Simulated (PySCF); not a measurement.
A calculated (r2SCAN, PySCF 2.14, cc-pVDZ-X2C, scalar relativity by spin-free X2C-1e) atom or ion has these occupied shells.

| shell | electrons | orbital energy (eV) | rms radius, mean of both spins (bohr) |
| --- | --- | --- | --- |
| 1s β | 1 | -61131.9 | 0.0223 |
| 1s α | 1 | -61131.9 | 0.0223 |
| 2s α | 1 | -10380.6 | 0.0901 |
| 2s β | 1 | -10380.5 | 0.0901 |
| 2p α | 3 | -9170.4 | 0.0815 |
| 2p β | 3 | -9170.4 | 0.0815 |
| 3s β | 1 | -2349.3 | 0.231 |
| 3s α | 1 | -2349.1 | 0.231 |
| 3p β | 3 | -1980.7 | 0.232 |
| 3p α | 3 | -1980.6 | 0.232 |
| 3d β | 5 | -1519.9 | 0.212 |
| 3d α | 5 | -1519.8 | 0.212 |
| 4s β | 1 | -465.86 | 0.519 |
| 4s α | 1 | -465.60 | 0.519 |
| 4p β | 3 | -343.72 | 0.552 |
| 4p α | 3 | -343.46 | 0.552 |
| 4d β | 5 | -179.38 | 0.604 |
| 4d α | 5 | -179.13 | 0.604 |
| 5s α | 1 | -54.601 | 1.29 |
| 5s β | 1 | -54.431 | 1.29 |
| 5p α | 3 | -27.025 | 1.55 |
| 5p β | 3 | -26.571 | 1.55 |
| 4f β | 7 | -1.425 | 1.10 |
| 4f α | 7 | -1.329 | 1.10 |
| 5d α | 2 | -0.696 | 3.62 |

Name the element and its charge.

Yb (ytterbium, neutral), in [Xe] 4f14 5d2, high-spin 3F determinant (an excited configuration).
